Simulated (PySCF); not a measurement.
Isomers of C7H13NSi2.

All values: PBE0/pcSseg-1 (PySCF) at GFN2-xTB geometries, gas phase, one conformer each.

Question: Rank by LUMO energy, lowest first.
A. `[SiH3:1][CH2:2][CH2:3][SiH2:4][c:5]1[cH:6][cH:7][cH:8][cH:9][n:10]1` with Si1–C2–C3–Si4 178°, C2–C3–Si4–C5 -173°, C3–Si4–C5–C6 -179°
B. `[CH:1]#[C:2][SiH2:3][Si@H:4]1[CH2:5][C@@H:6](/[CH:7]=[N:8]/[CH3:9])[CH2:10]1` with C2–Si3–Si4–C5 137°, C5–C6–C7–N8 57°, Si3–Si4–C5–C6 94°, Si4–C5–C6–C7 -93°, C5–C6–C10–Si4 -22°, Si3–Si4–C10–C6 -94°
C. `[SiH3:1][CH2:2][CH2:3][SiH2:4][c:5]1[cH:6][cH:7][n:8][cH:9][cH:10]1` with Si1–C2–C3–Si4 179°, C2–C3–Si4–C5 177°, C3–Si4–C5–C6 167°

Answer: C (-1.08 eV), A (-0.92 eV), B (-0.63 eV).

Question: Rank by the highest IAO charge on any atom, lowest value first.
A. `[CH3:1][C:2]#[C:3][CH2:4][CH2:5][CH2:6][SiH2:7][SiH2:8][C:9]#[N:10]` with C3–C4–C5–C6 65°, C4–C5–C6–Si7 -167°, C5–C6–Si7–Si8 64°, C6–Si7–Si8–C9 42°
B. `[SiH3:1][CH2:2][CH2:3][SiH2:4][c:5]1[cH:6][cH:7][n:8][cH:9][cH:10]1` with Si1–C2–C3–Si4 179°, C2–C3–Si4–C5 177°, C3–Si4–C5–C6 167°
C. `[CH:1]#[C:2][SiH2:3][Si@H:4]1[CH2:5][C@@H:6](/[CH:7]=[N:8]/[CH3:9])[CH2:10]1` with C2–Si3–Si4–C5 137°, C5–C6–C7–N8 57°, Si3–Si4–C5–C6 94°, Si4–C5–C6–C7 -93°, C5–C6–C10–Si4 -22°, Si3–Si4–C10–C6 -94°
D. `[N:1]#[C:2][CH2:3][CH2:4][C@@H:5]1[CH2:6][SiH2:7][CH:8]=[C:9]1[SiH3:10]` with C2–C3–C4–C5 179°, C3–C4–C5–C6 66°, C4–C5–C6–Si7 -108°, C5–C6–Si7–C8 -12°, C6–Si7–C8–C9 6°, C4–C5–C9–C8 112°

Answer: A (+0.473 e), C (+0.601 e), D (+0.732 e), B (+0.756 e).

Question: Rank by the highest Hirshfeld charge on any atom, highest value first.
A. `[CH:1]#[C:2][SiH2:3][Si@H:4]1[CH2:5][C@@H:6](/[CH:7]=[N:8]/[CH3:9])[CH2:10]1` with C2–Si3–Si4–C5 137°, C5–C6–C7–N8 57°, Si3–Si4–C5–C6 94°, Si4–C5–C6–C7 -93°, C5–C6–C10–Si4 -22°, Si3–Si4–C10–C6 -94°
B. `[N:1]#[C:2][CH2:3][CH2:4][C@@H:5]1[CH2:6][SiH2:7][CH:8]=[C:9]1[SiH3:10]` with C2–C3–C4–C5 179°, C3–C4–C5–C6 66°, C4–C5–C6–Si7 -108°, C5–C6–Si7–C8 -12°, C6–Si7–C8–C9 6°, C4–C5–C9–C8 112°
C. `[CH3:1][C:2]#[C:3][CH2:4][CH2:5][CH2:6][SiH2:7][SiH2:8][C:9]#[N:10]` with C3–C4–C5–C6 65°, C4–C5–C6–Si7 -167°, C5–C6–Si7–Si8 64°, C6–Si7–Si8–C9 42°

Answer: B (+0.337 e), C (+0.289 e), A (+0.275 e).

All values together:

| SMILES | μ (D) | HOMO (eV) | LUMO (eV) | lowest IAO charge (e) | highest IAO charge (e) | lowest Hirshfeld charge (e) | highest Hirshfeld charge (e) |
| --- | --- | --- | --- | --- | --- | --- | --- |
| N#CCC[C@@H]1C[SiH2]C=C1[SiH3] | 4.30 | -7.92 | -1.02 | -0.548 (C) | +0.732 (Si) | -0.238 (N) | +0.337 (Si) |
| CC#CCCC[SiH2][SiH2]C#N | 3.32 | -7.09 | -0.71 | -0.521 (C) | +0.473 (Si) | -0.177 (N) | +0.289 (Si) |
| [SiH3]CC[SiH2]c1ccccn1 | 2.38 | -7.14 | -0.92 | -0.525 (C) | +0.758 (Si) | -0.155 (C) | +0.331 (Si) |
| [SiH3]CC[SiH2]c1ccncc1 | 2.11 | -7.31 | -1.08 | -0.527 (C) | +0.756 (Si) | -0.162 (N) | +0.341 (Si) |
| C#C[SiH2][Si@H]1C[C@@H](/C=N/C)C1 | 2.82 | -7.27 | -0.63 | -0.521 (C) | +0.601 (Si) | -0.168 (C) | +0.275 (Si) |

Conformers: `[N:1]#[C:2][CH2:3][CH2:4][C@@H:5]1[CH2:6][SiH2:7][CH:8]=[C:9]1[SiH3:10]` with C2–C3–C4–C5 179°, C3–C4–C5–C6 66°, C4–C5–C6–Si7 -108°, C5–C6–Si7–C8 -12°, C6–Si7–C8–C9 6°, C4–C5–C9–C8 112°; `[CH3:1][C:2]#[C:3][CH2:4][CH2:5][CH2:6][SiH2:7][SiH2:8][C:9]#[N:10]` with C3–C4–C5–C6 65°, C4–C5–C6–Si7 -167°, C5–C6–Si7–Si8 64°, C6–Si7–Si8–C9 42°; `[SiH3:1][CH2:2][CH2:3][SiH2:4][c:5]1[cH:6][cH:7][cH:8][cH:9][n:10]1` with Si1–C2–C3–Si4 178°, C2–C3–Si4–C5 -173°, C3–Si4–C5–C6 -179°; `[SiH3:1][CH2:2][CH2:3][SiH2:4][c:5]1[cH:6][cH:7][n:8][cH:9][cH:10]1` with Si1–C2–C3–Si4 179°, C2–C3–Si4–C5 177°, C3–Si4–C5–C6 167°; `[CH:1]#[C:2][SiH2:3][Si@H:4]1[CH2:5][C@@H:6](/[CH:7]=[N:8]/[CH3:9])[CH2:10]1` with C2–Si3–Si4–C5 137°, C5–C6–C7–N8 57°, Si3–Si4–C5–C6 94°, Si4–C5–C6–C7 -93°, C5–C6–C10–Si4 -22°, Si3–Si4–C10–C6 -94°.
